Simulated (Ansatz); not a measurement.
```yaml
crystal:
  periodic: [false, false, false]
  atoms:
    - {symbol: S, position_ang: [-0.171343, 1.324810, -0.600054]}
    - {symbol: B, position_ang: [-0.129250, -0.364588, 0.006225]}
    - {symbol: S, position_ang: [1.125680, -0.907553, 1.168937]}
    - {symbol: Cl, position_ang: [-1.305650, -1.563576, -0.503952]}
    - {symbol: H, position_ang: [-1.247507, 1.179379, -1.389828]}
    - {symbol: H, position_ang: [1.770271, 0.267427, 1.272573]}
basis:
  gaussian: {orbitals: "6-31G*"}
magnetization: {spin_polarized: true, initial_magnetization: 0}
hamiltonian: {xc: {name: B3LYP-D3}}
accuracy: high
```

```sh
$ ansatz run in.yaml --threads 4 --pin off --events-out ev --progress --plain --max-ram 10444MiB
```

It prints (some lines left out):

```
Error: YAML parse error: error: line 13 column 19: hamiltonian.xc: no functional is named "B3LYP-D3"; the names, which are not case-sensitive, are SVWN5, SPW92, PBE, PBE0, PBEsol, revPBE, revPBE0, RPBE, rPW86-PBE, HSE06, wPBEh, LC-wPBE, HISS, HF, BLYP, B3LYP, B3LYP5, BHLYP, CAM-B3LYP, r2SCAN, r2SCANh, r2SCAN0, r2SCAN50, m-r2SCAN, B97, wB97, wB97X, wB97X-V, B97M-V, wB97M-V, B2PLYP, B2GP-PLYP, PBE0-DH, PBE-QIDH
11 |   gaussian: {orbitals: "6-31G*"}
12 | magnetization: {spin_polarized: true, initial_magnetization: 0}
13 | hamiltonian: {xc: {name: B3LYP-D3}}
14 | accuracy: high
```

(1) What is wrong with this run?

Answers

(1) The method's name isn't one that the program takes here. The program refused the input.

HSE06 is defined as in plane-wave codes.
